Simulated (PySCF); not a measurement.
One of the candidates below gave these computed data.

- UV, first state: lowest singlet excitation: 4.79 eV (259 nm, f = 0.006) [TDDFT PBE0/def2-SVPD]
- Valence photoelectron: vertical ionisation energy: 8.87 eV [ΔSCF PBE0/def2-SVPD]
- NMR, other nuclei: isotropic shieldings of nuclei other than C and H, by class: 19 (1 B) ppm [GIAO B97-2/pcSseg-1]
- 13C NMR: chemical shifts (computed TMS as zero) by class: 148.7 (1 C), 115.8 (1 C), 51.8 (1 C), 32.5 (1 C), 29.1 (1 C), 28.2 (1 C), 25.2 (1 C) ppm [GIAO B97-2/pcSseg-1]
- UV, strongest line: among the 10 lowest singlet transitions: S5 at 6.94 eV (179 nm, f = 0.168) [TDDFT PBE0/def2-SVPD]
- Triplet: lowest triplet excitation (Tamm–Dancoff): 4.11 eV [TDA PBE0/def2-SVPD]
- Rotational structure: rotational constants A, B, C: 4.162, 1.284, 1.058 GHz [PBE0-D3(BJ)/def2-SVP]

Electronic properties: PySCF, gas phase, density fitting. Levels stand in brackets. Geometry: PBE0-D3(BJ)/def2-SVP, one conformer, isolated molecule. NMR values are class means; diastereotopic atoms form classes of their own.

Task: Which candidate is it?
A. `CB(C)C=C1CCC1`
B. `C=CCC1=CCC=CC1`
C. `C=C[C@H]1BCCCC1`

Result: C. It is `C=C[C@H]1BCCCC1`. Numbering: `[CH2:1]=[CH:2][C@H:3]1[BH:4][CH2:5][CH2:6][CH2:7][CH2:8]1`. 7 carbons fall into 7 classes; from least to most shielded: alkene CH carbon [C2] (148.7 ppm), terminal =CH2 carbon [C1] (115.8 ppm), ring sp3 carbon bound to boron [C3] (51.8 ppm), ring CH2 carbon [C8] (32.5 ppm), ring CH2 carbon [C7] (29.1 ppm), ring sp3 carbon bound to boron [C5] (28.2 ppm), ring CH2 carbon [C6] (25.2 ppm). The other shieldings belong to: 19 ppm, three-coordinate boron [B4]. S1 is mainly HOMO→LUMO (weight 0.95); the largest Löwdin shares of the orbital it empties are 0.33 on the terminal =CH2 carbon, 0.26 on the alkene CH carbon, 0.12 on an sp3 carbon bound to boron and 0.08 on the three-coordinate boron, of the orbital it fills 0.44 on the three-coordinate boron, 0.12 on an sp3 carbon bound to boron, 0.11 on an sp3 carbon bound to boron and 0.08 on the B–H hydrogen. The optimised geometry has point group C1 and is an asymmetric top.

The others, at the same levels:
- `CB(C)C=C1CCC1` fails: it has 6 carbon classes against 7; its computed 13C shifts are 181.4 (1 C), 134.3 (1 C), 37.5 (1 C), 36.5 (1 C), 18.3 (1 C), 14.8 (2 C) ppm, rotational constant A is 4.480 GHz (against 4.162 GHz) and smallest rotational constant is 0.891 GHz (against 1.058 GHz).
- `C=CCC1=CCC=CC1` fails: it has 9 carbons where the 13C data count 7; its computed lowest singlet excitation is 5.46 eV (227 nm, f = 0.015) (against 4.79 eV), vertical ionisation energy is 8.34 eV (against 8.87 eV) and strongest line among the 10 lowest singlet transitions is S5 at 6.63 eV (187 nm, f = 0.153) (against S5 at 6.94 eV).

Each candidate is one conformer, not necessarily the lowest. The conformers computed, where there is a choice (atom-mapped SMILES and torsion angles):
- `[CH3:1][B:2]([CH3:3])[CH:4]=[C:5]1[CH2:6][CH2:7][CH2:8]1`: C1–B2–C4–C5 -4°
- `[CH2:1]=[CH:2][CH2:3][C:4]1=[CH:5][CH2:6][CH:7]=[CH:8][CH2:9]1`: C1–C2–C3–C4 118°, C2–C3–C4–C5 112°

The conformers of `C=C[C@H]1BCCCC1` aren't listed.
